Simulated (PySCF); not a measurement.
```xyz
8
charge 0 multiplicity 1, angstrom
Rh    0.0000    0.0000    0.0100
H     0.0000    0.0000    1.5619
H     1.6357    0.4224    0.2209
H    -1.6357    0.4224    0.2209
H    -1.6357   -0.4224    0.2209
H     1.6357   -0.4224    0.2209
H     0.4068    0.0000   -1.7539
H    -0.4068    0.0000   -1.7539
```

All numbers come from PySCF, PBE0, basis Rh def2-TZVP with ECP28, H def2-TZVP (scalar-relativistic core potentials, no spin–orbit coupling, density fitting).

This geometry of RhH7 is a stationary point at this level.

(1) What is the point group?

(2) Is it a minimum?

(3) What are the dipole moment and the gap between the highest occupied and lowest empty levels?

(4) Give the atomic charges and bond orders.

## Answers

(1) C2v.

(2) No: it has 3 imaginary modes, at 599i cm⁻¹ (a2), 337i cm⁻¹ (b2), 210i cm⁻¹ (a2).

(3) 1.55 D and 4.66 eV.

(4) 
```json
{"atom": "Rh1", "Mulliken": "-0.46", "Löwdin": "-0.75", "polar tensor": "-0.55", "Mayer order to Rh1": "–"}
{"atom": "H2", "Mulliken": "0.03", "Löwdin": "0.01", "polar tensor": "-0.10", "Mayer order to Rh1": "0.92"}
{"atom": "H3,4,5,6", "Mulliken": "0.08", "Löwdin": "0.13", "polar tensor": "0.12", "Mayer order to Rh1": "0.39"}
{"atom": "H7,8", "Mulliken": "0.06", "Löwdin": "0.11", "polar tensor": "0.09", "Mayer order to Rh1": "0.28"}
```
Other Mayer orders above 0.3: H–H 0.60 (×2), H–H 0.70.

Stability towards spin polarisation was not tested. This need not be the most stable arrangement of these atoms. At this level a singlet minimum of Cs symmetry lies 25 kJ/mol below this structure.
